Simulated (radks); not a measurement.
Results of a calculation; reference values are marked as such.
Charge is removed step by step from the 3d up level of V, starting from [Ar] 3d(up 3, down 0) 4s2. Level of theory: scalar-relativistic Kohn-Sham, LDA (Slater exchange, Perdew-Wang correlation), spin-polarised, spherical densities, finite nucleus; Fermi nuclear charge, rms radius 3.6002 fm (a radial shooting solver on a logarithmic mesh with Libxc functionals).

| removed (e) | E - E(0) (eV) | eigenvalue (eV) | E minus straight line (eV) |
|---|---|---|---|
| 0 | 0.000 | -6.177 | 0.000 |
| 0.125 | 0.855 | -7.510 | -0.647 |
| 0.25 | 1.880 | -8.906 | -1.124 |
| 0.375 | 3.084 | -10.361 | -1.422 |
| 0.5 | 4.473 | -11.872 | -1.535 |
| 0.625 | 6.055 | -13.437 | -1.456 |
| 0.75 | 7.835 | -15.054 | -1.178 |
| 0.875 | 9.820 | -16.720 | -0.695 |
| 1 | 12.017 | -18.434 | 0.000 |

Removing the whole electron costs 12.017 eV by Delta-SCF, against 6.177 eV from minus the eigenvalue at the starting occupation. Slater's transition state (half an electron removed) gives 11.872 eV. Integrating minus the eigenvalue over the occupation (Janak's theorem) gives 12.016 eV. In this scalar-relativistic scheme the density is built from large components alone, so the theorem holds only approximately. The mean slope of the eigenvalue, de/dn, is 12.3 eV per electron.
